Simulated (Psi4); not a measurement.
indium atom (In), doublet (all electrons, no relativity); PBE/STO-3G (Psi4).

Here is a job for Psi4.
```
memory 2 GB

molecule {
0 2
In    0.00000000    0.00000000    0.00000000
}

set {
  basis sto-3g
  reference uks
  scf_type pk
  puream true
  d_convergence 1e-8
  dft_radial_points 99
  dft_spherical_points 590
}

energy('pbe')
print_variables()
```

The log (banner, timings and long lists left out):

```
   => Loading Basis Set <=

    Name: STO-3G
    Role: ORBITAL
    Keyword: BASIS

         ---------------------------------------------------------
                                   SCF
               by Justin Turney, Rob Parrish, Andy Simmonett
                          and Daniel G. A. Smith
                              UKS Reference
         ---------------------------------------------------------

  ==> Geometry <==

    Molecular point group: d2h
    Geometry (in Angstrom), charge = 0, multiplicity = 2:

       Center              X                  Y                   Z               Mass
    ------------   -----------------  -----------------  -----------------  -----------------
         IN           0.000000000000     0.000000000000     0.000000000000   114.903878776000

  Running in d2h symmetry.

  Rotational constants: A = ************  B = ************  C = ************ [cm^-1]
  Rotational constants: A = ************  B = ************  C = ************ [MHz]
  Nuclear repulsion =    0.000000000000000

  Charge       = 0
  Multiplicity = 2
  Electrons    = 49
  Nalpha       = 25
  Nbeta        = 24

  ==> Algorithm <==

  SCF Algorithm Type is PK.
  DIIS enabled.
  MOM disabled.
  Fractional occupation disabled.
  Guess Type is CORE.
  Energy threshold   = 1.00e-06
  Density threshold  = 1.00e-08
  Integral threshold = 1.00e-12

  ==> Primary Basis <==

  Basis Set: STO-3G
    Blend: STO-3G
    Number of shells: 11
    Number of basis functions: 27
    Number of Cartesian functions: 29
    Spherical Harmonics?: true
    Max angular momentum: 2

  ==> DFT Potential <==

   => LibXC <=

    Version 7.1.2
    S. Lehtola, C. Steigemann, M. J. T. Oliveira, and M. A. L. Marques,  SoftwareX 7, 1–5 (2018) (10.1016/j.softx.2017.11.002)

   => Composite Functional: PBE <=

    PBE GGA Exchange-Correlation Functional

    J.P. Perdew et. al., Phys. Rev. Lett., 77(18), 3865-3868, 1996

    Deriv               =              1
    GGA                 =           TRUE
    Meta                =          FALSE

    Exchange Hybrid     =          FALSE
    MP2 Hybrid          =          FALSE

   => Exchange Functionals <=

    1.0000     XC_GGA_X_PBE

   => Correlation Functionals <=

    1.0000     XC_GGA_C_PBE

   => LibXC Density Thresholds  <==

    XC_GGA_C_PBE:  1.00E-12
    XC_GGA_X_PBE:  1.00E-15

   => Molecular Quadrature <=

    Radial Scheme          =       TREUTLER
    Pruning Scheme         =           NONE
    Nuclear Scheme         =       TREUTLER

    Blocking Scheme        =         OCTREE
    BS radius alpha        =              1
    Pruning alpha          =              1
    Radial Points          =             99
    Spherical Points       =            590
    Total Points           =          46610
    Total Blocks           =            431
    Max Points             =            256
    Max Functions          =             27
    Weights Tolerance      =       1.00E-15

  ==> Integral Setup <==

  Using in-core PK algorithm.
   Calculation information:
      Number of atoms:                   1
      Number of AO shells:              11
      Number of primitives:             33
      Number of atomic orbitals:        29
      Number of basis functions:        27

      Integral cutoff                 1.00e-12
      Number of threads:                 1

  Performing in-core PK
  Using 143262 doubles for integral storage.
  We computed 2211 shell quartets total.
  Whereas there are 2211 unique shell quartets.

  ==> DiskJK: Disk-Based J/K Matrices <==

    J tasked:                  Yes
    K tasked:                   No
    wK tasked:                  No
    Schwarz Cutoff:          1E-12

  Minimum eigenvalue in the overlap matrix is 3.5397938553E-01.
  Reciprocal condition number of the overlap matrix is 2.0752528669E-01.
    Using symmetric orthogonalization.

  ==> Pre-Iterations <==

  SCF Guess: Core (One-Electron) Hamiltonian.

   -------------------------------------------------------
    Irrep   Nso     Nmo     Nalpha   Nbeta   Ndocc  Nsocc
   -------------------------------------------------------
     Ag         9       9       9       9       9       0
     B1g        2       2       2       2       2       0
     B2g        2       2       2       2       2       0
     B3g        2       2       2       2       2       0
     Au         0       0       0       0       0       0
     B1u        4       4       4       3       3       1
     B2u        4       4       3       3       3       0
     B3u        4       4       3       3       3       0
   -------------------------------------------------------
    Total      27      27      25      24      24       1
   -------------------------------------------------------

  ==> Iterations <==

                        Total Energy        Delta E     RMS |[F,P]|

    Occupation by irrep:
             Ag   B1g   B2g   B3g    Au   B1u   B2u   B3u
Warning! Irrep has more beta than alpha electrons in symmetry 0 orbitals.
Warning! Irrep has more beta than alpha electrons in symmetry 0 orbitals.
    DOCC [     8,    2,    2,    2,    0,    3,    3,    3 ]
    SOCC [     1,    0,    0,    0,    0,    1,    0,    1 ]
    NA   [     8,    2,    2,    2,    0,    4,    3,    4 ]
    NB   [     9,    2,    2,    2,    0,    3,    3,    3 ]

   @UKS iter   1: -5683.77200405107942   -5.68377e+03   8.92606e-02 DIIS/ADIIS
    Occupation by irrep:
             Ag   B1g   B2g   B3g    Au   B1u   B2u   B3u
    DOCC [     9,    2,    2,    2,    0,    3,    3,    3 ]
    SOCC [     0,    0,    0,    0,    0,    1,    0,    0 ]
    NA   [     9,    2,    2,    2,    0,    4,    3,    3 ]
    NB   [     9,    2,    2,    2,    0,    3,    3,    3 ]

   @UKS iter   2: -5683.85605622161529   -8.40522e-02   1.59505e-02 DIIS/ADIIS
   @UKS iter   3: -5684.10501917782676   -2.48963e-01   1.00342e-02 DIIS/ADIIS
   @UKS iter   4: -5684.11023418054992   -5.21500e-03   3.26492e-03 DIIS/ADIIS
   @UKS iter   5: -5684.11084663615748   -6.12456e-04   3.26796e-05 DIIS
   @UKS iter   6: -5684.11084669734646   -6.11890e-08   2.17453e-07 DIIS
   @UKS iter   7: -5684.11084669734828   -1.81899e-12   1.68869e-09 DIIS
  Energy and wave function converged.

  ==> Post-Iterations <==

   Electrons on quadrature grid:
      Nalpha   =   24.9999999834 ; deviation = -1.657e-08
      Nbeta    =   23.9999999834 ; deviation = -1.657e-08
      Ntotal   =   48.9999999669 ; deviation = -3.314e-08

   @Spin Contamination Metric:   2.456336787E-07
   @S^2 Expected:                7.500000000E-01
   @S^2 Observed:                7.500002456E-01
   @S   Expected:                5.000000000E-01
   @S   Observed:                5.000000000E-01

    Orbital Energies [Eh]
    ---------------------

    Alpha Occupied:

       1Ag  -973.741074     2Ag  -140.453387     1B2u -133.486277
       1B3u -133.486277     1B1u -133.484939     3Ag   -25.051649
       2B2u  -22.482706     2B3u  -22.482706     2B1u  -22.477326
       4Ag   -14.947247     1B1g  -14.947247     1B3g  -14.943612
       1B2g  -14.943612     5Ag   -14.942397     6Ag    -3.211695
       3B3u   -2.194562     3B2u   -2.194562     3B1u   -2.175728
       7Ag    -0.131492     8Ag    -0.009602     2B1g   -0.009602
       2B2g    0.003541     2B3g    0.003541     9Ag     0.008144
       4B1u    0.066970

    Alpha Virtual:

       4B3u    0.069524     4B2u    0.069524

    Beta Occupied:

       1Ag  -973.740640     2Ag  -140.453086     1B2u -133.486079
       1B3u -133.486079     1B1u -133.484094     3Ag   -25.051117
       2B2u  -22.482401     2B3u  -22.482401     2B1u  -22.476196
       4Ag   -14.947065     1B1g  -14.947065     1B3g  -14.942875
       1B2g  -14.942875     5Ag   -14.941477     6Ag    -3.209522
       3B3u   -2.193325     3B2u   -2.193325     3B1u   -2.171210
       7Ag    -0.102476     2B1g   -0.008873     8Ag    -0.008873
       2B2g    0.006507     2B3g    0.006507     9Ag     0.011765

    Beta Virtual:

       4B3u    0.084897     4B2u    0.084897     4B1u    0.123907

    Final Occupation by Irrep:
             Ag   B1g   B2g   B3g    Au   B1u   B2u   B3u
    DOCC [     9,    2,    2,    2,    0,    3,    3,    3 ]
    SOCC [     0,    0,    0,    0,    0,    1,    0,    0 ]
    NA   [     9,    2,    2,    2,    0,    4,    3,    3 ]
    NB   [     9,    2,    2,    2,    0,    3,    3,    3 ]

  @UKS Final Energy: -5684.11084669734828

   => Energetics <=

    Nuclear Repulsion Energy =              0.0000000000000000
    One-Electron Energy =               -7876.2616218562870927
    Two-Electron Energy =                2348.3025173934483973
    DFT Exchange-Correlation Energy =    -156.1517422345099817
    Empirical Dispersion Energy =           0.0000000000000000
    VV10 Nonlocal Energy =                  0.0000000000000000
    Total Energy =                      -5684.1108466973482791

  UHF NO Occupations:
  HONO-2 :    3B2u 1.9999999
  HONO-1 :    3B3u 1.9999999
  HONO-0 :    4B1u 1.0000000
  LUNO+0 :    4B2u 0.0000001
  LUNO+1 :    4B3u 0.0000001

Computation Completed

Properties will be evaluated at   0.000000,   0.000000,   0.000000 [a0]

Properties computed using the SCF density matrix

 Multipole Moments:

 ------------------------------------------------------------------------------------
     Multipole            Electronic (a.u.)      Nuclear  (a.u.)        Total (a.u.)
 ------------------------------------------------------------------------------------

 L = 1.  Multiply by 2.5417464519 to convert [e a0] to [Debye]
 Dipole X            :          0.0000000            0.0000000            0.0000000
 Dipole Y            :          0.0000000            0.0000000            0.0000000
 Dipole Z            :          0.0000000            0.0000000            0.0000000
 Magnitude           :                                                    0.0000000

 ------------------------------------------------------------------------------------

  Variable Map:
  ----------------------------------------------------------------------------
  "CURRENT ENERGY"              =>   -5684.110846697348
  "CURRENT REFERENCE ENERGY"    =>   -5684.110846697348
  "DD SOLVATION ENERGY"         =>       0.000000000000
  "DFT FUNCTIONAL TOTAL ENERGY" =>   -5684.110846697348
  "DFT TOTAL ENERGY"            =>   -5684.110846697348
  "DFT VV10 ENERGY"             =>       0.000000000000
  "DFT XC ENERGY"               =>    -156.151742234510
  "GRID ELECTRONS ALPHA"        =>      24.999999983431
  "GRID ELECTRONS BETA"         =>      23.999999983431
  "GRID ELECTRONS TOTAL"        =>      48.999999966861
  "NUCLEAR REPULSION ENERGY"    =>       0.000000000000
  "ONE-ELECTRON ENERGY"         =>   -7876.261621856287
  "PCM POLARIZATION ENERGY"     =>       0.000000000000
  "PE ENERGY"                   =>       0.000000000000
  "SCF ITERATION ENERGY"        =>   -5684.110846697348
  "SCF ITERATIONS"              =>       7.000000000000
  "SCF TOTAL ENERGY"            =>   -5684.110846697348
  "TWO-ELECTRON ENERGY"         =>    2348.302517393448
  "XC GRID RADIAL POINTS"       =>      99.000000000000
  "XC GRID SPHERICAL POINTS"    =>     590.000000000000
  "XC GRID TOTAL POINTS"        =>   46610.000000000000

  Array Variable Map:
  ----------------------------------------------------------------------------
  "CURRENT DIPOLE"              =>       0.000000000000 ... 0.000000000000 1 by 3
  "SCF DIPOLE"                  =>       0.000000000000 ... 0.000000000000 1 by 3
  "SCF TOTAL ENERGIES"          =>   -5683.772004051079 ... -5684.110846697348 1 by 7
```
